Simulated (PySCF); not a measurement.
Molecule: `[S@](/C(=C/C)F)(=O)CF`, C$_{4}$H$_{6}$F$_{2}$OS.

Bonds (- single, = double, # triple, : aromatic): C1-C2, C2=C3, C3-F4, C3-S5, S5=O6, S5-C7, C7-F8. C1 carries H9, H10, H11; C2 carries H12; C7 carries H13, H14. Stereochemistry as in C/C=C(\F)[S@](=O)CF. H14 is pro-R; H13 is pro-S.

Frames of a GFN2-xTB Langevin trajectory at 300 K; GIAO PBE0/pcSseg-1 shieldings in PySCF 2.14, gas phase, non-relativistic; equivalent atoms averaged within each frame.

δ = σ(ref) − σ, references computed at the same level: TMS for 13C (σ = 186.93 ppm), 1H (σ = 31.72 ppm); 19F (σ = 170.95 ppm) vs CFCl3; 33S (σ = 503.73 ppm) vs CS2; 17O (σ = 336.08 ppm) vs H2O. The references are static minima.

Problem. How do the shifts (ppm) fluctuate along the trajectory?

Solution. 
```csv
time (fs),C3,C7,C2,C1,F4,F8,S5,O6,H14,H12
250,185.5,117.7,104.6,11.7,-95.7,-218.0,334,17.6,5.60,5.55
425,176.9,108.7,111.2,8.1,-120.6,-229.9,344,65.2,5.85,6.42
625,162.9,113.7,112.5,10.3,-137.1,-216.2,351,67.3,6.57,7.30
800,178.3,115.5,119.4,15.0,-129.0,-222.4,359,54.9,5.48,7.57
1000,165.9,131.4,123.6,9.3,-139.3,-201.3,346,59.6,6.32,7.05
mean of frames,173.9,117.4,114.3,10.9,-124.3,-217.6,347,52.9,5.97,6.78
standard deviation,9.4,8.5,7.4,2.7,17.6,10.5,9,20.3,0.47,0.81
```

5 frames give an uncertainty of the mean of about the standard deviation over 2.2 at best, since frames this close in time may not be independent; classical motion lacks zero-point vibration, and the reference would need the same averaging.
